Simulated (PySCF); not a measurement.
## Exercise with solution: oscillator strength and radiative lifetime

C2H6F2Si2, SMILES F/C=C(/[SiH3])[SiH2]F.

Geometry optimised at TPSSh-D3(BJ)/def2-SVP. The structure was generated by enumeration; whether it is a known compound was not checked. The values are those of a single conformer.

TDA-PBE/def2-SVPD (PySCF 2.14.0) puts the first singlet state with f over 0.02 at 6.25 eV (vertical), with the transition dipole (0.368, 0.798, 0.000) in atomic units.

Problem. Find the oscillator strength, the wavelength and the radiative lifetime that this transition would have in vacuum if emission retraced absorption.

Solution. 
|μ|² = 0.7722 au, so |μ| = 2.23 D. ΔE = 6.25/27.211 = 0.2297 hartree. f = (2/3) ΔE |μ|² = 0.118 (the program prints 0.118).
λ = 1239.84/6.25 = 198 nm; ν = 50410 cm⁻¹.
Einstein's coefficient A = 0.6670 ν² f s⁻¹ (ν in cm⁻¹) = 2.0e8 s⁻¹, so τ = 1/A = 5.0 ns. This state is S3; the lower singlets have f = 0.000, 0.004. The figure is the radiative limit of this one transition; relaxation, internal conversion, crossing to triplets and a medium change what is measured.
